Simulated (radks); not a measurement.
Q: All-electron atom: Sn5+ in [Kr] 4d8 5s1 (not the ground configuration). Calculated with a radial shooting solver on a logarithmic mesh with Libxc functionals: scalar-relativistic Kohn-Sham, PBEsol, spin-polarised, spherical densities, point nucleus; open shells are filled with parallel spins first (spin-orbit coupling, left out, can overturn this in heavy ions). Some entries of the table are withheld. Estimate them.

orbital,occ.,eigenvalue (hartree),<r^2> (bohr^2)
1s up,1,-1068.380,0.001143
1s down,1,-1068.377,0.001143
2s up,1,-163.5950,0.01859
2s down,1,-163.5724,0.01858
2p up,3,-147.1588,0.01467
2p down,3,-147.1408,0.01467
3s up,1,-33.70346,0.1318
3s down,1,-33.68936,0.1317
3p up,3,-28.33475,0.1324
3p down,3,-28.31918,0.1323
3d up,5,-20.07072,0.1174
3d down,5,-20.04916,0.1173
4s up,1,-7.50243,0.7401
4s down,1,-7.42540,0.7386
4p up,3,-5.85344,0.8595
4p down,3,-5.77447,0.8572
4d up,5,(1),(2)
4d down,3,(3),(4)
5s up,1,-2.32321,3.930
5s down,0,-2.23724,3.980
5p up,0,(5),4.949
5p down,0,(6),5.034
6s up,0,-1.11266,14.12

A: 
(1) 4d up eigenvalue (hartree): -3.42768
(2) 4d up <r^2> (bohr^2): 1.205
(3) 4d down eigenvalue (hartree): -3.34462
(4) 4d down <r^2> (bohr^2): 1.200
(5) 5p up eigenvalue (hartree): -1.88907
(6) 5p down eigenvalue (hartree): -1.80924
